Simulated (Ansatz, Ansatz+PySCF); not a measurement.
| atom | x (Å) | y (Å) | z (Å) |
| --- | --- | --- | --- |
| C | 0.0000 | -0.8542 | -0.0602 |
| O | 0.0000 | -0.8423 | 1.0411 |
| O | 0.0000 | 0.1339 | -0.7816 |
| C | 0.0000 | 1.2875 | -0.1691 |
| H | 0.0000 | -1.6944 | -0.6409 |
| H | 0.0000 | 1.9921 | -0.8903 |
| H | -0.8206 | 1.3850 | 0.4153 |
| H | 0.8206 | 1.3850 | 0.4153 |

Basis set: def2-SVP (spherical functions). Frozen core: 4 orbitals. Charge 0, multiplicity 1.

Computed with Ansatz (development build ahead of 0.2.0); each method stands on the lowest determinant of its kind that the runs found. Restricted open shells among the atoms or ions are ROHF, correlated in semicanonical orbitals with singles.

(1) Give the atomization energy at this shape (free ground-state atoms in the same class of orbitals less the molecule, no zero-point energy) of singlet C₂H₄O₂ by RHF-CCSD(T), RHF-MP2, UHF-MP2, RHF, UHF.

Answers

(1)

```tsv
method	atomization energy
RHF-CCSD(T)	30.34 eV
RHF-MP2	31.11 eV
UHF-MP2	31.08 eV
RHF	23.11 eV
UHF	22.61 eV
```

Caution: the shape is not the minimum.
